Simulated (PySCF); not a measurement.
4-fluoropyridine, C5H4FN.
Numbering: `[F:1][c:2]1[cH:3][cH:4][n:5][cH:6][cH:7]1` (hydrogens: H8 on C3; H9 on C4; H10 on C6; H11 on C7)

Method: PBE0-D3(BJ)/def2-SVP geometry optimisation, gas phase in PySCF; density fitting, grid level 2; the optimiser is geomeTRIC in internal coordinates, started from a GFN2-xTB structure.

Step 0: E = -9439.3575 eV
```
atom  x, y, z in Å  |  force x, y, z in eV/Å
F1     -0.1950    2.4736    0.1516    0.056  -0.741  -0.047
C2     -0.0894    1.1357    0.0680   -0.071   0.944   0.062
C3     -1.2347    0.3618   -0.0040    0.204   0.050   0.004
C4     -1.0575   -1.0112   -0.0891    0.085   0.110   0.013
N5      0.1267   -1.5958   -0.1018    0.055  -0.642  -0.041
C6      1.2045   -0.8358   -0.0310   -0.098   0.094   0.006
C7      1.1636    0.5480    0.0558   -0.204   0.015  -0.006
H8     -2.2117    0.8158    0.0063   -0.447   0.233   0.004
H9     -1.9086   -1.6757   -0.1495   -0.509  -0.221  -0.024
H10     2.1498   -1.3611   -0.0437    0.534  -0.138   0.000
H11     2.0577    1.1472    0.1114    0.396   0.295   0.029
```

**Question.** Estimate the geometry and energy of step 1. (The exact step hangs on the optimiser's Hessian estimate; all steps are aligned on step 0, rigid shifts and turns removed.)

**Answer.** E = -9439.3916 eV, largest force 0.196 eV/Å
```
atom  x, y, z in Å  |  force x, y, z in eV/Å
F1     -0.1944    2.4606    0.1488   -0.012   0.171   0.017
C2     -0.0901    1.1457    0.0693    0.014  -0.194  -0.021
C3     -1.2345    0.3624   -0.0038   -0.063   0.069   0.005
C4     -1.0591   -1.0174   -0.0888   -0.061  -0.045  -0.006
N5      0.1284   -1.6161   -0.1036    0.005  -0.023   0.002
C6      1.2073   -0.8416   -0.0315    0.065  -0.037  -0.002
C7      1.1635    0.5484    0.0568    0.050   0.078   0.007
H8     -2.2247    0.8235    0.0057    0.039  -0.024  -0.002
H9     -1.9399   -1.6692   -0.1489    0.045   0.021   0.003
H10     2.1798   -1.3499   -0.0445   -0.047   0.014   0.000
H11     2.0692    1.1564    0.1145   -0.034  -0.029  -0.004
```

The energy changes by -0.0341 eV. The first-order estimate −F·Δx gives -0.0749 eV and the mean of the old and new forces, exact on a quadratic surface, -0.0340 eV. The step makes an angle of 42° with the force vector and moves no atom by more than 0.032 Å.

The cost below is that of the whole optimisation. The run took 41 s on an Arm Neoverse N1 with one thread (shared host), and the process peaked at 0.62 GiB of memory.
